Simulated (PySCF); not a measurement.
Al2ClHN, B2H6NSi, AlH5NOSi (calculated)

All values are calculated (PySCF 2.14.0). Calculation on a computer-drawn molecule: optimised geometry and harmonic frequencies of an isolated molecule of the commonest isotopes, restricted reference for singlets and unrestricted otherwise, frozen core in MP2.

Common to all runs: method HF; basis cc-pV(D+d)Z.

(1) Al2ClHN

Start structure:
```xyz
5
Al2ClHN
Al     1.5091     0.3650     2.6144
N      1.0098     0.0497     1.0204
Al     0.7398     0.2114    -0.7151
Cl     0.2938     0.3531    -2.6519
H      1.9082     0.6274     4.0534
```

```
charge                                        : 1
multiplicity                                  : 1
rotational constants                          : 1.049, 1.049 GHz
total energy                                  : -998.2202 hartree
convergence status largest gradient component : 3.823e-05 hartree/bohr
```

Drawn bonds:
```
atom  other atom  order
   1           2      2
   2           3      1
   3           4      1
   1           5      1
```

Optimised structure:
```xyz
5
Al2ClHN
Al     1.4984     0.3875     2.5713
N      1.1129     0.3248     0.9568
Al     0.7305     0.2615    -0.6525
Cl     0.2625     0.1861    -2.6231
H      1.8564     0.4466     4.0688
```

Modes:
```
frequency (cm⁻¹)  reduced mass (dalton)
           75.84                  7.783
           189.7                   9.73
           208.1                  12.38
           425.5                   20.4
           469.2                  1.251
           472.5                  1.197
           785.4                  20.89
            1368                  14.15
            2168                  1.052
```

(2) B2H6NSi

Start structure:
```xyz
10
B2H6NSi
B     -1.0761     3.1407    -2.0081
Si    -0.5064     1.3934    -1.3916
B      0.3509    -0.0855    -2.3561
N      0.7203    -1.2832    -1.7321
H     -0.8523     3.4278    -3.0996
H     -1.5768     3.9301    -1.2732
H     -0.7853     0.9839     0.0522
H      0.6518     0.0213    -3.5574
H      1.1366    -2.0098    -2.1700
H      0.4626    -1.4635    -0.7420
```

```
charge                                        : 0
multiplicity                                  : 2
rotational constants                          : 23.69, 2.487, 2.251 GHz
total energy                                  : -396.2333 hartree
spin squared                                  : 0.7628
convergence status largest gradient component : 1.999e-05 hartree/bohr
```

Drawn bonds:
```
atom  other atom  order
   1           2      1
   2           3      1
   3           4      1
   1           5      1
   1           6      1
   2           7      1
   3           8      1
   4           9      1
   4          10      1
```

Optimised structure:
```xyz
10
B2H6NSi
B     -1.0591     3.1398    -2.0108
Si    -0.5402     1.3829    -1.2928
B      0.3716    -0.0951    -2.3347
N      0.7037    -1.3103    -1.7496
H     -0.8368     3.4068    -3.1598
H     -1.5983     3.9611    -1.3223
H     -0.8300     1.0838     0.1350
H      0.6395     0.0700    -3.4950
H      1.1540    -2.0465    -2.2539
H      0.5210    -1.5373    -0.7940
```

Modes:
```
frequency (cm⁻¹)  reduced mass (dalton)
           76.04                  2.956
           132.9                  2.799
           235.1                  1.185
           299.7                  3.107
           407.2                  1.051
           543.5                  1.248
           566.8                  2.083
           611.9                  1.354
           678.4                  1.635
           708.6                  4.605
             863                  1.189
           904.3                   1.28
           955.7                  1.155
           968.2                  1.127
            1213                  1.494
            1255                  1.163
            1392                  3.544
            1759                  1.208
            2279                  1.042
            2669                  1.054
            2686                  1.092
            2752                  1.126
            3805                  1.051
            3907                  1.099
```

(3) AlH5NOSi

Start structure:
```xyz
9
AlH5NOSi
O      0.2558     1.0333     0.9430
Al    -1.1213     1.2299     1.8187
N     -2.4297     0.3607     2.7908
Si    -2.9146    -1.2269     3.2032
H      1.0149     0.8694     0.3231
H     -2.9589     1.0596     3.2303
H     -4.2699    -1.4105     2.6431
H     -2.9550    -1.4415     4.5712
H     -1.9744    -2.1700     2.4774
```

```
charge                                        : 0
multiplicity                                  : 2
rotational constants                          : 10.34, 2.298, 1.921 GHz
total energy                                  : -663.1738 hartree
spin squared                                  : 0.7521
convergence status largest gradient component : 3.229e-05 hartree/bohr
```

Drawn bonds:
```
atom  other atom  order
   1           2      1
   2           3      1
   3           4      1
   1           5      1
   3           6      1
   4           7      1
   4           8      1
   4           9      1
```

Optimised structure:
```xyz
9
AlH5NOSi
O      0.0742     0.8015     1.1237
Al    -1.1512     1.5932     1.9762
N     -2.4269     0.6455     2.8083
Si    -2.6900    -1.0592     2.9319
H      0.2232    -0.1205     0.9924
H     -3.1185     1.1957     3.2934
H     -4.0038    -1.4704     2.3779
H     -2.6390    -1.5421     4.3342
H     -1.6210    -1.7398     2.1627
```

Modes:
```
frequency (cm⁻¹)  reduced mass (dalton)
           82.38                  1.118
           129.2                  4.837
           131.7                  3.269
           305.9                  3.981
           349.4                  1.251
           482.2                  1.095
           555.3                  1.603
           615.6                  2.546
           779.7                  1.233
           787.5                  1.565
           894.3                  4.528
           946.1                  3.926
            1022                   1.05
            1049                  1.059
            1078                  1.083
            1225                  1.358
            2279                   1.05
            2292                  1.049
            2309                   1.02
            3744                  1.074
            4212                  1.068
```
